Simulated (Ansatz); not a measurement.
Isolated molecules relaxed with PBE0-D4/def2-TZVP in Ansatz; ΔE leaves out vibrations. CCSD(T)/CBS is the MP2 limit (def2-TZVPP, def2-QZVPP) plus CCSD(T) − MP2 in def2-TZVPP, frozen cores. Functionals use def2-TZVPP. One conformer a species, not always the lowest.

`[SiH3]N[SiH2]O[SiH3]` + `CO[SiH](C)Cl` → `C[SiH2]N[SiH3]` + `CO[SiH](Cl)O[SiH3]`  (redistribution)

```
          level  ΔE (kcal/mol)  difference from CCSD(T)/CBS
         PBE-D4            0.7                          0.4
        PBE0-D4            0.4                          0.1
        ωB97M-V            0.4                          0.1
         B2PLYP            0.0                         -0.3
            PBE            0.2                         -0.1
         r2SCAN            0.1                         -0.2
CCSD/def2-TZVPP            0.0                         -0.3
  HF/def2-QZVPP           -0.8                         -1.1
 MP2/def2-QZVPP            0.4                          0.1
  MP2/CBS(def2)            0.5                          0.2
    CCSD(T)/CBS            0.3                            0
```

Largest T1 diagnostic among the species: 0.011.

In def2-TZVPP, CCSD(T) changes the Hartree–Fock value by +0.9 kcal/mol (the triples alone add +0.2 kcal/mol) and MP2 by +1.1 kcal/mol.
